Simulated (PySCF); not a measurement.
# Electronic structure of B (boron, neutral) at the B3LYP level

Configuration: [He] 2s2 2p1, 2P determinant. Computed with PySCF 2.14 in 6-31G* (3s2p1d, 14 functions), with no relativity, point nucleus.

```json
{"Total energy": "-24.6538 hartree", "One-electron energy": "-32.4688 hartree", "Hartree (Coulomb) energy": "11.7349 hartree", "Exchange-correlation energy": "-3.9200 hartree", "Kinetic energy": "24.62914 hartree", "⟨S²⟩": "0.7516", "⟨L²⟩": "2.004", "Sum of ⟨r⟩": "6.576 bohr", "Sum of ⟨r²⟩": "14.30 bohr²", "Traceless quadrupole moment −½Σ⟨3z² − r²⟩ along its main axis": "-2.05 e·bohr²", "Density at the nucleus (Gaussians lack the cusp)": "67.7 bohr⁻³", "Spin density at the nucleus": "0.0228 bohr⁻³", "Langevin diamagnetic susceptibility": "-11.3 ×10⁻⁶ cm³/mol", "Time after the integrals": "0.08 s of wall time on 1 thread of Neoverse-V1 (shared host)"}
```

```tsv
shell	electrons	mean orbital energy (eV)	rms radius, mean of both spins (bohr)
1s α	1	-185.97	0.382
1s β	1	-185.73	0.382
2s α	1	-10.367	2.10
2s β	1	-9.159	2.10
2p α	1	-4.676	2.27
```
